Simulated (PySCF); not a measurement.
Polarisability and C₆ of Cl⁺ (chlorine, charge +1)

[Ne] 3s2 3p4, high-spin 3P determinant. All numbers are calculated (PySCF 2.14, the spin-free X2C one-electron Hamiltonian (Gaussian nucleus), in aug-cc-pCVQZ-DK (10s9p7d5f3g, 134 functions)). Coupled (time-dependent) response in atomic units; α is the mean over directions.

| method | mean α (bohr³) | α xx, yy, zz | C₆ (like pair) | S(−4) |
| --- | --- | --- | --- | --- |
| UHF | 8.552 | 8.444, 8.767, 8.444 | 40.33 | 17.52 |
| PBE | 8.829 | 8.644, 9.198, 8.644 | 41.87 | 19.28 |
| PBE0 | 8.679 | 8.522, 8.992, 8.522 | 41.00 | 18.32 |
| BP86 | 8.826 | 8.640, 9.197, 8.640 | 41.88 | 19.16 |

S(−4) is the Cauchy moment in α(ω) = α(0) + S(−4) ω² + …

α(iu) at BP86:

```csv
u (hartree),α(iu) (bohr³)
0,8.826
0.0500,8.778
0.100,8.639
0.200,8.129
0.300,7.415
0.500,5.835
0.750,4.181
1.00,3.030
1.50,1.737
2.00,1.114
3.00,0.5772
5.00,0.2518
```

For an ion, C₆ is the dispersion term alone; charge-induced terms of lower order in 1/R come first.

The components differ because the open shell of this determinant is not spherical; for a pure term their mean is the scalar polarisability.
